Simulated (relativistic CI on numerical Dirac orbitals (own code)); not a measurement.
# Electric-dipole lines of Bi VII

Calculated at this level of theory: Dirac-Coulomb-Breit CI, KLI orbitals optimised for each configuration, a model potential for QED, unscaled Slater integrals (own radial code, finite nucleus).

Configurations in the expansion (outside the closed core [Kr] 4d10 4f14 5s2): 5p6.5d9, 5p6.5d8.6s, 5p6.5d8.5f, 5p6.5d8.6p, 5p6.5d8.5g, 5p5.5d10, 5p6.5d8.6d, 5p6.5d8.7s, 5p6.5d7.6s.6p, 5p6.5d8.7p, 5p6.5d8.6f, 5p6.5d8.7d, 5p6.5d7.5f.6s, 5p6.5d8.7f, 5p6.5d7.6s2, 5p6.5d6.5f.6s2, 5p6.5d6.6s2.6p, 5p6.5d6.5g.6s2, 5p6.5d6.6s2.6d. Double excitations out of closed p, d and f shells are left out; levels of such configurations are missing from the list, as are those of other unlisted configurations, and high levels can miss mixing partners.

```
λ vac (Å)                     Lower                     Upper   A (s⁻¹)        gf  Branching (%)
   205.61        5p6.5d9 2D_5/2 [1]  5p6.5d8.5f 2P°_3/2 [186]  4.55e+10  1.15e+00           88.6
   303.40        5p6.5d9 2D_3/2 [2]   5p6.5d8.6p 2F°_5/2 [52]  1.18e+10  9.80e-01           72.7
   303.89        5p6.5d9 2D_5/2 [1]   5p6.5d8.6p 2P°_3/2 [39]  1.63e+10  9.04e-01           80.2
   308.90        5p6.5d9 2D_5/2 [1]   5p6.5d8.6p 2D°_5/2 [36]  1.22e+10  1.05e+00           74.1
   311.57        5p6.5d9 2D_5/2 [1]   5p6.5d8.6p 2F°_7/2 [35]  1.44e+10  1.68e+00           84.6
   314.11        5p6.5d9 2D_5/2 [1]   5p6.5d8.6p 2D°_5/2 [34]  1.14e+10  1.01e+00           72.0
   557.81   5p6.5d8.6p 2F°_5/2 [22]   5p6.5d8.6d 2G_7/2 [126]  1.16e+10  4.33e+00           75.5
   563.29   5p6.5d8.6p 4G°_7/2 [23]   5p6.5d8.6d 4H_9/2 [146]  1.27e+10  6.04e+00           81.8
   563.34   5p6.5d8.6p 2G°_9/2 [20]    5p6.5d8.6d 4G_9/2 [97]  7.84e+09  3.73e+00           50.3
   564.30   5p6.5d8.6p 4D°_7/2 [19]    5p6.5d8.6d 4D_7/2 [94]  9.04e+09  3.45e+00           61.1
   565.09   5p6.5d8.6p 4G°_5/2 [27]   5p6.5d8.6d 2F_7/2 [183]  9.74e+09  3.73e+00           62.1
   566.86   5p6.5d8.6p 4D°_7/2 [19]    5p6.5d8.6d 4P_5/2 [93]  1.41e+10  4.07e+00           89.8
   568.86   5p6.5d8.6p 2G°_9/2 [20]   5p6.5d8.6d 2H_11/2 [96]  1.39e+10  8.08e+00           89.4
   689.86  5p6.5d8.6p 4G°_11/2 [29]  5p6.5d8.6d 4H_13/2 [103]  1.14e+10  1.14e+01           99.9
   692.39   5p6.5d8.6p 4G°_9/2 [41]  5p6.5d8.6d 4H_11/2 [165]  1.13e+10  9.73e+00           99.8
   692.70   5p6.5d8.6p 4D°_7/2 [49]   5p6.5d8.6d 4F_9/2 [200]  1.09e+10  7.84e+00           96.4
   700.06   5p6.5d8.6p 2F°_7/2 [37]   5p6.5d8.6d 2G_9/2 [137]  7.87e+09  5.78e+00           68.7
   700.34   5p6.5d8.6p 4F°_9/2 [30]  5p6.5d8.6d 4G_11/2 [109]  7.25e+09  6.39e+00           64.5
   704.18    5p6.5d8.6s 2G_9/2 [13]   5p6.5d8.6p 2G°_9/2 [57]  3.42e+09  2.54e+00           71.1
   712.01     5p6.5d8.6s 4F_9/2 [3]   5p6.5d8.6p 4F°_9/2 [30]  2.75e+09  2.09e+00           64.2
   720.99     5p6.5d8.6s 2D_5/2 [5]   5p6.5d8.6p 2F°_7/2 [37]  3.09e+09  1.92e+00           48.2
   723.83    5p6.5d8.6s 2G_7/2 [14]   5p6.5d8.6p 2G°_7/2 [56]  3.69e+09  2.32e+00           58.9
   734.15     5p6.5d8.6s 4F_7/2 [4]   5p6.5d8.6p 2D°_5/2 [34]  3.16e+09  1.53e+00           19.9
   734.86     5p6.5d8.6s 4F_9/2 [3]  5p6.5d8.6p 4G°_11/2 [29]  4.52e+09  4.39e+00          100.0
   737.54     5p6.5d8.6s 2F_7/2 [8]   5p6.5d8.6p 4F°_7/2 [44]  2.51e+09  1.64e+00           35.5
   748.43    5p6.5d8.6s 2F_5/2 [11]   5p6.5d8.6p 4D°_7/2 [49]  3.38e+09  2.27e+00           71.9
   755.15     5p6.5d8.6s 2F_7/2 [8]   5p6.5d8.6p 4G°_9/2 [41]  3.75e+09  3.21e+00           86.7
   757.14     5p6.5d8.6s 4F_7/2 [4]   5p6.5d8.6p 2F°_7/2 [31]  2.27e+09  1.56e+00           46.4
   765.97    5p6.5d8.6s 2G_9/2 [13]  5p6.5d8.6p 2H°_11/2 [51]  4.01e+09  4.23e+00           99.7
   1013.5     5p6.5d8.6s 4F_9/2 [3]   5p6.5d8.6p 4D°_7/2 [19]  1.52e+09  1.87e+00           85.5
```

Terms are leading LS components. Brackets give the number of a level in order of energy, since labels repeat. The list gives strong lines, with weight on those to low levels, without lines whose two gauges differ by over a factor of 2.5, among the lowest 200 of 2418 levels, so that lines to higher ones, which can be the strongest, are missing. Levels whose partners in the same complex of configurations lie outside the list can be far off, and so can their lines. Rates are taken at the computed energies, electric ones in the length gauge.

At this charge configurations can still be misplaced by up to about 7 % of their energy. Levels and lines within the n = 5 or 6 shells can be off by up to 10 % or somewhat more, and those that change n by about 2 %, since core polarisation is missing.

LS names give the leading component of a level, which can be under half, so a name can repeat, a term be missing and a line seem to break the LS rules.
